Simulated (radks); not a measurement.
Problem. Charge is removed step by step from the 3d up level of the manganese ion Mn3+, starting from [Ar] 3d(up 4, down 0). Calculated with a radial shooting solver on a logarithmic mesh with Libxc functionals: non-relativistic Kohn-Sham, LDA (Slater exchange, Perdew-Wang correlation), spin-polarised, spherical densities, point nucleus. At the starting occupation the eigenvalue is -43.282 eV. Estimate the energy to remove one whole electron from this level, the eigenvalue at the end, and how far E(n) bends from a straight line.

Solution. Delta-SCF 52.841 eV; final eigenvalue -62.772 eV; the deviation from the straight line is -2.437 eV at 0.5 electron removed, the largest on the grid computed. Slater's transition state (half an electron removed) gives 52.748 eV. Integrating minus the eigenvalue over the occupation (Janak's theorem) gives 52.841 eV. The mean slope of the eigenvalue, de/dn, is 19.5 eV per electron. Ionisation energy of Mn3+ in the NIST Atomic Spectra Database: 51.2 eV (semi-empirical).
